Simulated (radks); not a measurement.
Q: These are the eigenvalues of the occupied orbitals of an atom or ion with whole-number occupations (eV). All-electron calculation, scalar-relativistic Kohn-Sham, PBEsol, spin-unpolarised, spherical densities, finite nucleus; Fermi nuclear charge, rms radius of each element as measured or else 0.836 A^(1/3) + 0.57 fm. Program: a radial shooting solver on a logarithmic mesh with Libxc functionals.

orbital  eigenvalue
1s        -850.8881
2s         -55.4197
2p         -32.1847

Which element is it, and in what charge state? The configuration may be excited.

A: Z = 10, neon, charge +1: Ne+ in [He] 2s2 2p5. The list shows which subshells hold electrons but not how many an open one holds; the 1s level, -31.27 hartree, gives Z - s = 7.9 by -(Z - s)^2/2, which with screening and relativity narrows Z to a few neighbours, and the depths of the outer levels then fix element, charge and occupations together.
